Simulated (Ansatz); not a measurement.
Geometry optimisation, Ansatz 0.2.0, RKS B3LYP-D4/def2-SVP.

The input (input.yaml):

```yaml
crystal:
  periodic: [false, false, false]
  atoms:
    - { symbol: Ta, position_ang: [0.0, 0.0, 0.0] }
    - { symbol: F, position_ang: [1.93, 0.0, 0.0] }
    - { symbol: "N", position_ang: [0.0, 0.0, 2.16] }
    - { symbol: H, position_ang: [-0.2456, -0.8845, 2.69] }
    - { symbol: H, position_ang: [0.2456, 0.8845, 2.69] }
    - { symbol: O, position_ang: [0.0, 0.0, -2.02] }
    - { symbol: H, position_ang: [-0.6343, -0.71, -2.3571] }
    - { symbol: "N", position_ang: [-1.08, 1.8706, 0.0] }
    - { symbol: H, position_ang: [-1.6414, 2.1584, 0.8518] }
    - { symbol: H, position_ang: [-1.0486, 2.5007, -0.8518] }
    - { symbol: Cl, position_ang: [-1.235, -2.139, 0.0] }
basis:
  gaussian: { orbitals: def2-SVP }
hamiltonian:
  xc: b3lyp
  dispersion: d4
relax:
  f_tol: 0.02
  max_steps: 40
```

Launched with:

```bash
$ ansatz run input.yaml --threads 4 --pin off --max-ram 5120MiB --backend cpu --events-out ev --progress --plain --runs-dir out
```

Task: Where does it end, and by what steps?

Result: It converged. After 15 steps the energy has fallen by 1.675 eV; H5 moved furthest, 1.20 Å.

| step | energy less start (eV) | largest force component (eV/Å) | accepted |
| --- | --- | --- | --- |
| 0 | 0.0000 | 2.087 | yes |
| 1 | -1.0898 | 1.348 | yes |
| 2 | -1.3342 | 1.185 | yes |
| 3 | -1.4332 | 1.069 | yes |
| 4 | -1.5231 | 0.558 | yes |
| 5 | -1.5572 | 0.803 | yes |
| 6 | -1.5933 | 0.393 | yes |
| 7 | -1.6257 | 0.176 | yes |
| 8 | -1.6507 | 0.266 | yes |
| 9 | -1.6547 | 0.556 | yes |
| 10 | -1.6202 | 0.303 | no |
| 11 | -1.6719 | 0.073 | yes |
| 12 | -1.6739 | 0.083 | yes |
| 13 | -1.6743 | 0.054 | yes |
| 14 | -1.6746 | 0.039 | yes |
| 15 | -1.6747 | 0.019 | yes |

```xyz
11
Properties=species:S:1:pos:R:3
Ta -0.184 0.206 0.047
F 1.634 0.784 0.152
N 0.116 -0.214 1.975
H -0.437 -0.861 2.531
H 1.006 -0.006 2.427
O 0.064 -0.362 -1.754
H 0.182 -1.088 -2.374
N -1.178 1.890 -0.013
H -1.470 2.440 0.791
H -1.501 2.312 -0.883
Cl -1.942 -1.421 0.262
```

Run time: 55 s on 4 threads of Arm Neoverse V1 (shared host), peak memory 0.35 GiB.
